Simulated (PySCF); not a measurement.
# AlSi3H8NO3

The system: AlSi3H8NO3, a silylene (divalent Si1, bonded to 1 N + 1 O); neutral, singlet. The structure, one conformer, was relaxed in the gas phase by PBE0-D3(BJ)/def2-SVP. No frequency run checks that it is a minimum.

SMILES: [OH][Al]([OH])[O][Si]N([SiH3])[SiH3]

```xyz
16

Si   -0.324    0.714   -1.940
N    -0.571   -0.768   -0.961
Si   -1.300   -2.165   -1.755
Si   -0.090   -0.925    0.710
O     0.346    1.730   -0.835
Al    0.984    2.018    0.738
O     0.299    3.153    1.800
O     2.545    1.414    1.025
H    -0.403   -3.357   -1.648
H    -2.609   -2.515   -1.126
H    -1.502   -1.816   -3.191
H    -1.076   -1.742    1.477
H    -0.132    0.438    1.384
H     1.286   -1.455    0.898
H    -0.531    3.609    1.656
H     3.067    1.658    1.791
```
Atom numbers follow the order of the file, from 1.

Shieldings: GIAO PBE0/pcSseg-1. Shifts are against computed references at the same level: H TMS (σ 31.27 ppm), Si TMS (σ 352.0 ppm). Core levels by delta-SCF with SCAN, pcX-2 on the ionised atom and pcseg-1 elsewhere, spin-free X2C (2p3/2 is the spin-free 2p value less a third of a first-order spin-orbit splitting); from the vacuum level, for chosen atoms.

**Question.** Give the NMR and core-level values of the distinct atoms.

**Answer.** 
```csv
atoms,bonded to,σ (ppm),δ (ppm),core level (eV)
Si1,1 N + 1 O,249.8,102.2,2p3/2 107.19
N2,3 Si,156.4,-,1s 403.94
Si3,1 N + 3 H,410.2,-58.2,2p3/2 107.19
Si4,1 N + 3 H,416.7,-64.7,2p3/2 107.53
O5,1 Al + 1 Si,121.0,-,1s 537.19
Al6,3 O,488.5,-,-
O7,1 Al + 1 H,312.2,-,-
O8,1 Al + 1 H,320.2,-,-
H9 H10 H11,1 Si,26.50,4.76,-
H12 H13 H14,1 Si,26.55,4.72,-
H15,1 O,29.78,1.48,-
H16,1 O,30.13,1.14,-
```

Values are those of this one static structure, with the three H of a rotating XH3 group averaged; atoms that internal rotation interchanges would show their mean in an NMR spectrum.

**Question.** By CAM-B3LYP/def2-SVPD (TDDFT singlets, Tamm-Dancoff triplets, ionisation by delta-SCF), where does absorption start, and what does vertical ionisation take?

**Answer.** The lowest singlet lies at 4.76 eV (f 0.071), the strongest of the first 6 at 6.47 eV (f 0.137), the lowest triplet at 2.88 eV; vertical ionisation takes 8.95 eV.
